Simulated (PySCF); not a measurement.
Ti(I)2(NH2)2 (H4I2N2Ti), SMILES [NH2][Ti]([NH2])([I])[I], multiplicity 1.

Geometry optimised at B3LYP-D3(BJ)/def2-SVP. The spin state was assumed, not searched. The def2 effective core potentials stand for the cores of I; spin–orbit coupling is left out. One conformer was computed; it need not be the lowest.

Two levels are set side by side: TDDFT-PBE/def2-SVPD (PySCF) and TDDFT-CAM-B3LYP/def2-SVPD (PySCF). Vertical, same geometry. The lowest singlet is HOMO→LUMO 99 % with PBE and HOMO→LUMO 95 % with the other functional; states are paired by order. Differences are taken from unrounded values.

```json
[
 {"quantity": "lowest singlet excitation (eV)", "TDDFT-CAM-B3LYP": "3.32"},
 {"quantity": "lowest triplet excitation (TDA) (eV)", "TDDFT-CAM-B3LYP": "3.21"}
]
```

Q: What does TDDFT-PBE give, and how far is it from TDDFT-CAM-B3LYP? (The exact figures need the calculation; the answer reports its results.)

A: 
```json
[
 {"quantity": "lowest singlet excitation (eV)", "TDDFT-PBE": "2.56", "TDDFT-PBE minus TDDFT-CAM-B3LYP": "-0.76"},
 {"quantity": "lowest triplet excitation (TDA) (eV)", "TDDFT-PBE": "2.47", "TDDFT-PBE minus TDDFT-CAM-B3LYP": "-0.74"}
]
```

A lower first singlet is the usual sign of a functional without exact exchange. Differences between two approximate levels are no errors against the true value.

Rough cost on one machine, each run with all the roots and properties that it gave: TDDFT-CAM-B3LYP against TDDFT-PBE about 6 times.
